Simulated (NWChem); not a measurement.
System: BaBr2; SMILES [Ba]([Br])[Br]

```xyz
3

Ba     0.0000     0.0000     0.6322
Br     2.7045     0.0000    -0.5058
Br    -2.7045     0.0000    -0.5058
```
Atoms are numbered in this order, from 1.

Geometry: optimised at PBE0/def2-SVP. def2 effective core potentials on Ba; no spin-orbit coupling.

Symmetry labels are those of C2v in the frame above (b1 and b2, or b-type labels, depend on it).

**Question.** List the 6 lowest vertical singlet excitations from PBE/def2-SVP with def2 effective core potentials on Ba, TDA (NWChem).

**Answer.** 
```json
[
 {"state": "S1", "energy (eV)": "3.24", "oscillator strength": "0.004", "symmetry": "b1", "leading excitation (squared amplitude)": "HOMO → LUMO (1.00)"},
 {"state": "S2", "energy (eV)": "3.35", "oscillator strength": "0.026", "symmetry": "b2", "leading excitation (squared amplitude)": "HOMO−1 → LUMO (1.00)"},
 {"state": "S3", "energy (eV)": "3.39", "oscillator strength": "0.006", "symmetry": "a1", "leading excitation (squared amplitude)": "HOMO−2 → LUMO (1.00)"},
 {"state": "S4", "energy (eV)": "3.49", "oscillator strength": "0.000", "symmetry": "a2", "leading excitation (squared amplitude)": "HOMO−3 → LUMO (1.00)"},
 {"state": "S5", "energy (eV)": "3.63", "oscillator strength": "0.017", "symmetry": "b1", "leading excitation (squared amplitude)": "HOMO−4 → LUMO (0.99)"},
 {"state": "S6", "energy (eV)": "3.98", "oscillator strength": "0.000", "symmetry": "a2", "leading excitation (squared amplitude)": "HOMO → LUMO+2 (1.00)"}
]
```
